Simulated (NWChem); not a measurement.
System: SiH3OBr; SMILES O[SiH2]Br

The following NWChem deck was run.

```
start job
memory heap 200 mb stack 900 mb global 1100 mb
geometry units angstroms noautoz
  Si    -0.511501    -1.067807    -0.017602
  O      0.817879    -2.045173    -0.105045
  Br     0.058304     1.089859    -0.034008
  H     -1.316387    -1.348634    -1.228682
  H     -1.282331    -1.274053     1.240165
  H      1.463734    -1.988827     0.605963
end
basis spherical
  * library pcseg-2
end
dft
  xc xpbe96 cpbe96
  iterations 150
  mulliken
end
task dft energy
```

Coordinates come from a PBE0/def2-SVP optimisation.

Task: What results follow from this input? (PBE/pcseg-2.) Quantities: basis functions; energy (Ha); highest occupied level (eV); orbital gap (eV); dipole (D).

Result: 
| Quantity | Result |
|---|---|
| number of basis functions | 149 |
| energy (Ha) | -2940.25 |
| highest occupied level (eV) | -7.17 |
| orbital gap (eV) | 6.18 |
| dipole (D) | 1.42 |
